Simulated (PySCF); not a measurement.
A geometry optimisation on `CC[C@@H](C)C[C@H](O)CC`.

Method: PBE0-D3(BJ)/def2-SVP geometry optimisation, gas phase (PySCF 2.14.0). Start geometry: GFN2-xTB. The input is one job of a driver script: a line of settings, then coordinates in Å.

Command:
```bash
OMP_NUM_THREADS=1 python probes_run.py task.json out
```

Input:
```
{"job": {"xc": "PBE0", "basis": "def2-SVP", "d3": "d3bj", "grid": 1, "kind": "geom"}, "charge": 0, "multiplicity": 1}
C      2.824372    -1.469378     0.221225
C      2.576478    -0.079131    -0.353714
C      1.275602     0.564513     0.145143
C      1.312623     2.072691    -0.095276
C      0.052927    -0.062081    -0.536472
C     -1.250358     0.153941     0.246295
O     -1.147967    -0.346487     1.561929
C     -2.436025    -0.478089    -0.496832
C     -3.758631    -0.188275     0.202065
H      3.768933    -1.867312    -0.143486
H      2.037456    -2.164524    -0.062353
H      2.866792    -1.426528     1.307468
H      3.413779     0.563095    -0.072225
H      2.555677    -0.131344    -1.444930
H      1.189610     0.387788     1.222705
H      0.399708     2.542576     0.260431
H      1.421952     2.287855    -1.156852
H      2.151057     2.521103     0.432892
H      0.204506    -1.139794    -0.639029
H     -0.059571     0.353856    -1.539410
H     -1.439032     1.223905     0.375952
H     -0.983781    -1.295497     1.508787
H     -2.461621    -0.093475    -1.517655
H     -2.280028    -1.559948    -0.550258
H     -3.706213    -0.500210     1.242367
H     -4.573390    -0.719946    -0.283523
H     -3.974749     0.877119     0.176921
```

Output:
```
step   0  E = -390.19057979  max force = 0.019049
step   1  E = -390.19343205  max force = 0.003179
step   2  E = -390.19351281  max force = 0.000828
step   3  E = -390.19353697  max force = 0.000406
step   4  E = -390.19357323  max force = 0.001399
step   5  E = -390.19360612  max force = 0.001633
step   6  E = -390.19362507  max force = 0.001104
step   7  E = -390.19362944  max force = 0.000222
optimisation converged
```

Energies in Eh; «max force» is the largest Cartesian gradient component in Eh/bohr.

Task: Give the first gradient maximum in eV/Å.

Result: With 1 Eh/bohr = 51.422 eV/Å, 0.980 eV/Å.

Task: How much energy does the optimisation release, in eV?

Result: E(step 0) − E(last step) = 0.003050 Eh, which is 0.083 eV.

Main results: final energy -390.19363 Eh after 7 steps; dipole 1.40 D.

Task: Give the final coordinates.

Result: 0.159 Å rms from the input after alignment:
```
atom  x, y, z in Å
C1     2.9083   -1.4290    0.3015
C2     2.6451    0.0162   -0.0931
C3     1.3151    0.5964    0.3975
C4     1.2824    2.1052    0.1800
C5     0.1151   -0.0921   -0.2539
C6    -1.2309    0.2134    0.3959
O7    -1.2188   -0.1034    1.7722
C8    -2.3858   -0.4777   -0.3232
C9    -3.7438   -0.1457    0.2709
H10    3.8969   -1.7632   -0.0483
H11    2.1659   -2.1223   -0.1234
H12    2.8859   -1.5507    1.3968
H13    3.4604    0.6450    0.3044
H14    2.6985    0.1212   -1.1927
H15    1.2419    0.4079    1.4840
H16    0.3531    2.5581    0.5559
H17    1.3663    2.3495   -0.8926
H18    2.1193    2.5976    0.6990
H19    0.2523   -1.1888   -0.2236
H20    0.0720    0.1755   -1.3252
H21   -1.4128    1.3020    0.3641
H22   -1.0269   -1.0457    1.8493
H23   -2.3538   -0.2057   -1.3920
H24   -2.2121   -1.5703   -0.2858
H25   -3.7593   -0.3804    1.3452
H26   -4.5522   -0.7077   -0.2201
H27   -3.9698    0.9277    0.1669
```

Cost: about 8 min of CPU time on one thread; the machine was shared, so the figure is rough.
Labels such as C1 count atoms from 1, the log's own numbers from 0.
